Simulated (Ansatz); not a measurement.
Gas-phase electronic energies from Ansatz, PBE0-D4/def2-TZVP geometries. CCSD(T)/CBS adds triple-zeta CCSD(T) − MP2 to the extrapolated MP2 energy (def2 sets, frozen cores). Functionals use def2-TZVPP. B3LYP here is the variant with VWN-RPA as its local correlation; programs differ in this. Elements past krypton have def2 core potentials. For Sn outer-core shells are correlated without core-valence functions, which leaves a few kJ/mol of doubt a bond. Each species was taken in one conformer, which may not be the lowest.

Consider the redistribution: `[F][Sn]([F])([F])[O][SiH3]` + `N[SiH2]C=O` → `[NH2][Sn]([F])([F])[F]` + `O=C[SiH2]O[SiH3]`.

**Question.** Is it downhill or uphill in electronic energy at CCSD(T)/CBS, and by how much? (Best estimate.)

**Answer.** Ansatz gave: Downhill: ΔE = -0.44 eV.

**Question.** What do these levels give: PBE-D4, r2SCAN-D4, B3LYP-D4, r2SCAN, PBE0, B3LYP, HF/def2-TZVPP, MP2/def2-TZVPP, CCSD(T)/def2-TZVPP, HF/def2-QZVPP, SCS-MP2/def2-QZVPP, HF/CBS(def2)? (Estimate.)

**Answer.** Ansatz gave: PBE-D4 -0.44, r2SCAN-D4 -0.45, B3LYP-D4 -0.48, r2SCAN -0.45, PBE0 -0.43, B3LYP -0.45, HF/def2-TZVPP -0.44, MP2/def2-TZVPP -0.47, CCSD(T)/def2-TZVPP -0.47, HF/def2-QZVPP -0.43, SCS-MP2/def2-QZVPP -0.44, HF/CBS(def2) -0.42 eV.

Largest T1 diagnostic among the species: 0.015.
